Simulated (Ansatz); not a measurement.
Born–Oppenheimer molecular dynamics of C2H3FSi (7 atoms, charge 0, multiplicity 1). It starts from a relaxed structure.

Method: Ansatz, RKS r2SCAN-D4/6-31G.

- ensemble: NVT, Nosé–Hoover chain
- time step: 0.5 fs
- steps asked: 100
- set temperature: 300 K
- thermostat: time constant 3 fs, chain length 1
- seed: 366037

Frames 2.5 fs apart, positions in Å, forces in eV/Å.

Velocities at 0 fs (Å/ps):

```
C -3.96 1.83 -4.19
C 3.66 1.59 4.33
Si 2.98 -1.65 0.52
F -2.29 1.11 -0.76
H 6.79 -26.31 9.82
H -16.97 13.17 -19.19
H -25.96 -2.49 7.38
```

```xyz
7
Properties=species:S:1:pos:R:3:forces:R:3 time_fs=0 energy_less_start_eV=0.000 T=300
C -0.334 -1.865 -0.652 0.00 0.00 0.00
C -0.093 -0.753 -0.204 0.00 0.00 0.00
Si 0.223 0.958 0.390 0.00 0.00 0.00
F -0.452 2.058 -0.717 0.00 0.02 -0.01
H -0.536 -2.844 -1.027 0.00 -0.01 0.00
H -0.444 1.168 1.714 0.00 0.00 0.00
H 1.698 1.211 0.450 0.00 0.00 0.00
7
Properties=species:S:1:pos:R:3:forces:R:3 time_fs=2.5 energy_less_start_eV=0.074 T=200
C -0.344 -1.861 -0.662 0.14 -0.31 0.17
C -0.084 -0.750 -0.194 -0.25 -1.08 -0.50
Si 0.230 0.954 0.391 -1.32 0.27 -0.34
F -0.457 2.060 -0.719 0.18 -0.16 0.06
H -0.517 -2.895 -0.998 0.12 1.17 0.28
H -0.487 1.200 1.668 -0.01 -0.06 0.27
H 1.644 1.206 0.469 1.14 0.18 0.06
7
Properties=species:S:1:pos:R:3:forces:R:3 time_fs=5 energy_less_start_eV=0.094 T=260
C -0.354 -1.858 -0.673 0.56 1.00 0.88
C -0.075 -0.752 -0.185 -0.43 -1.64 -0.84
Si 0.235 0.950 0.392 -1.49 0.65 -0.40
F -0.463 2.063 -0.720 0.36 -0.32 0.10
H -0.490 -2.887 -0.951 -0.11 0.32 -0.12
H -0.536 1.232 1.634 0.10 -0.16 0.30
H 1.652 1.212 0.495 1.00 0.15 0.07
7
Properties=species:S:1:pos:R:3:forces:R:3 time_fs=7.5 energy_less_start_eV=0.149 T=375
C -0.365 -1.847 -0.682 0.72 1.71 1.15
C -0.066 -0.764 -0.177 -0.27 -0.66 -0.60
Si 0.238 0.947 0.392 -0.54 1.09 -0.15
F -0.469 2.065 -0.723 0.53 -0.47 0.12
H -0.460 -2.858 -0.897 -0.37 -1.25 -0.61
H -0.593 1.264 1.608 0.35 -0.29 0.14
H 1.727 1.229 0.533 -0.42 -0.12 -0.06
7
Properties=species:S:1:pos:R:3:forces:R:3 time_fs=10 energy_less_start_eV=0.297 T=264
C -0.375 -1.827 -0.688 0.09 -2.13 -0.02
C -0.056 -0.782 -0.171 0.36 1.98 0.42
Si 0.241 0.945 0.391 0.02 1.21 0.09
F -0.475 2.066 -0.725 0.69 -0.59 0.13
H -0.445 -2.882 -0.864 -0.32 0.22 -0.42
H -0.642 1.285 1.585 0.57 -0.39 0.01
H 1.798 1.244 0.577 -1.41 -0.30 -0.21
7
Properties=species:S:1:pos:R:3:forces:R:3 time_fs=12.5 energy_less_start_eV=0.395 T=212
C -0.386 -1.813 -0.695 -0.20 -4.09 -0.53
C -0.041 -0.794 -0.161 0.63 3.02 0.80
Si 0.244 0.945 0.391 -0.08 1.10 0.10
F -0.480 2.065 -0.727 0.79 -0.65 0.13
H -0.448 -2.902 -0.853 -0.30 1.28 -0.32
H -0.665 1.285 1.559 0.55 -0.39 0.11
H 1.795 1.242 0.617 -1.40 -0.27 -0.29
7
Properties=species:S:1:pos:R:3:forces:R:3 time_fs=15 energy_less_start_eV=0.286 T=631
C -0.402 -1.816 -0.707 0.78 0.20 1.05
C -0.018 -0.794 -0.143 -0.26 0.43 -0.61
Si 0.248 0.948 0.390 -1.13 0.77 -0.22
F -0.484 2.062 -0.730 0.84 -0.64 0.12
H -0.475 -2.856 -0.864 -0.43 -0.58 -0.62
H -0.659 1.257 1.532 0.23 -0.24 0.46
H 1.696 1.222 0.652 -0.04 0.05 -0.19
7
Properties=species:S:1:pos:R:3:forces:R:3 time_fs=17.5 energy_less_start_eV=0.420 T=269
C -0.415 -1.819 -0.715 1.63 2.96 2.24
C 0.006 -0.791 -0.127 -1.13 -1.81 -1.86
Si 0.249 0.954 0.389 -2.84 0.23 -0.64
F -0.486 2.056 -0.733 0.83 -0.57 0.12
H -0.527 -2.833 -0.910 -0.47 -1.25 -0.69
H -0.639 1.214 1.530 -0.10 -0.09 0.71
H 1.594 1.205 0.681 2.08 0.53 0.13
7
Properties=species:S:1:pos:R:3:forces:R:3 time_fs=20 energy_less_start_eV=0.308 T=307
C -0.418 -1.810 -0.712 1.09 0.24 1.35
C 0.019 -0.796 -0.123 -1.02 -1.37 -1.67
Si 0.246 0.958 0.387 -2.12 0.04 -0.15
F -0.485 2.050 -0.734 0.74 -0.48 0.09
H -0.589 -2.863 -0.977 -0.06 1.16 -0.03
H -0.628 1.176 1.562 -0.04 -0.03 0.45
H 1.611 1.217 0.707 1.41 0.44 -0.05
7
Properties=species:S:1:pos:R:3:forces:R:3 time_fs=22.5 energy_less_start_eV=0.203 T=308
C -0.416 -1.801 -0.704 0.35 -1.31 0.31
C 0.025 -0.805 -0.126 -0.47 0.19 -0.84
Si 0.239 0.962 0.386 -0.40 -0.03 0.74
F -0.482 2.044 -0.735 0.59 -0.36 0.04
H -0.642 -2.835 -1.033 0.12 1.42 0.22
H -0.620 1.144 1.611 0.18 -0.01 -0.02
H 1.694 1.248 0.724 -0.37 0.09 -0.45
7
Properties=species:S:1:pos:R:3:forces:R:3 time_fs=25 energy_less_start_eV=0.187 T=203
C -0.413 -1.800 -0.695 0.27 -0.37 0.23
C 0.028 -0.812 -0.133 -0.04 1.32 -0.20
Si 0.233 0.964 0.386 0.43 -0.20 1.14
F -0.479 2.038 -0.736 0.43 -0.25 -0.01
H -0.679 -2.749 -1.069 -0.24 -0.42 -0.31
H -0.605 1.120 1.648 0.27 0.03 -0.29
H 1.742 1.278 0.714 -1.11 -0.09 -0.56
7
Properties=species:S:1:pos:R:3:forces:R:3 time_fs=27.5 energy_less_start_eV=0.151 T=242
C -0.409 -1.800 -0.688 0.12 -0.21 0.05
C 0.030 -0.811 -0.139 0.18 1.75 0.16
Si 0.228 0.966 0.388 0.52 -0.41 0.98
F -0.474 2.033 -0.737 0.27 -0.16 -0.06
H -0.724 -2.696 -1.115 -0.35 -0.97 -0.46
H -0.578 1.101 1.664 0.16 0.08 -0.23
H 1.722 1.299 0.674 -0.90 -0.09 -0.44
```

Of the whole run (50 fs, mean temperature of the second half 301 K): The conserved energy stayed within 0.36 meV per atom of its start (net change 0.099 meV per atom), so the integration is sound. A run of 0.05 ps of so small a system gives no equilibrium averages. Limits of this set-up: no polarisation functions.

Run time: 2.6 min on 1 thread of Arm Neoverse V2 (shared host), peak memory 0.085 GiB.
